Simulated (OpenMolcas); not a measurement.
**A ladder of methods for GaSiH4F (SMILES [F][GaH][SiH3])**

The species is GaSiH4F (7 atoms), meant as a singlet with charge 0. As SMILES, `[F][GaH][SiH3]`. The coordinates come from a PBE0-D4/def2-TZVP relaxation.

```xyz
7

F     0.2316   -2.1521    1.3422
Ga    0.0191   -0.4000    1.2793
Si   -0.0297    0.4508   -0.9708
H    -0.0969    0.2354    2.7047
H    -1.1961   -0.1257   -1.6916
H    -0.1444    1.9334   -0.9830
H     1.2164    0.0581   -1.6808
```

Quantity: the vertical ionisation energy (to the doublet cation), in eV. The values are calculated.

```tsv
level	kind	program	value (eV)	CPU time (all runs)
HF/def2-SVP	Hartree–Fock	OpenMolcas	9.82	11 s
BLYP/def2-SVP	GGA	OpenMolcas	9.70	48 s
PBE/def2-SVP	GGA	OpenMolcas	9.84	48 s
revPBE/def2-SVP	GGA	OpenMolcas	9.80	49 s
TPSS/def2-SVP	meta-GGA	OpenMolcas	9.94	72 s
r2SCAN/def2-SVP	meta-GGA	OpenMolcas	10.04	59 s
B3LYP/def2-SVP	global hybrid	OpenMolcas	10.13	42 s
BHLYP/def2-SVP	global hybrid	OpenMolcas	10.31	40 s
```

All-electron rows without a relativistic Hamiltonian named are non-relativistic. The values span 9.70 to 10.31 eV. CPU times are rough (shared hosts, several kinds of processor and program).
